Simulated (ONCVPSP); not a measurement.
**An odd input for ONCVPSP 4.0.1 (P)**

Command:

```bash
oncvpsp.x < P.dat > P.out
```

Input:

```
# ATOM AND REFERENCE CONFIGURATION
# atsym  z   nc   nv     iexc    psfile
  P 15.00    3    2        4      upf
#
#   n    l    f
    1    0    2.00
    2    0    2.00
    2    1    6.00
    3    0    2.00
    3    1    3.00
#
# PSEUDOPOTENTIAL AND OPTIMIZATION
# lmax
    1
#
#   l,   rc,      ep,       ncon, nbas, qcut
    0    1.65    0.00    4    8    3.40
    1    1.50    0.00    4    7    6.30
#
# LOCAL POTENTIAL
# lloc, lpopt,  rc(5),   dvloc0
    4    5    1.25   25.00
#
# VANDERBILT-KLEINMAN-BYLANDER PROJECTORs
# l, nproj, debl
    0    2    1.20
    1    1    3.70
#
# MODEL CORE CHARGE
# icmod, fcfact, rcfact
    0    0.00    0.00
#
# LOG DERIVATIVE ANALYSIS
# epsh1, epsh2, depsh
   -2.00    5.00    0.02
#
# OUTPUT GRID
# rlmax, drl
    6.00    0.01
#
# TEST CONFIGURATIONS
# ncnf
    4
# nvcnf
#   n    l    f
    2
    3    0    2.00
    3    1    2.00
#
    2
    3    0    2.00
    3    1    1.00
#
    2
    3    0    2.00
    3    1    0.00
#
    2
    3    0    1.00
    3    1    0.00
#
```

This is an input that runs to its end, with one change: dvloc0 set to 25.00 Ha.

**Question.** How does the run end?

**Answer.** The program runs through. Ghost flags: none; the largest excitation error among the 4 tests with output is 180 meV, against 181 meV for the unchanged input.

```
   2   1  6.0000   -5.99094681
   3   0  2.0000   -1.67625132   -1.67423716    2.01D-03

    Total energies and differences
      AE_ref= -3.41902143D+02  AE_tst= -3.39748055D+02  dif=  2.15D+00
      PS_ref= -6.40458424D+00  PS_tst= -4.25231703D+00  dif=  2.15D+00
      PSP excitation error=  1.82D-03

Test configuration 4

   n   l     f        eae           eps        diff
   1   0  2.0000  -78.74429114
   2   0  2.0000   -8.45633806
   2   1  6.0000   -6.64442779
   3   0  1.0000   -2.14852655   -2.13805524    1.05D-02

    Total energies and differences
      AE_ref= -3.41902143D+02  AE_tst= -3.37836883D+02  dif=  4.07D+00
      PS_ref= -6.40458424D+00  PS_tst= -2.34594706D+00  dif=  4.06D+00
      PSP excitation error=  6.62D-03
```
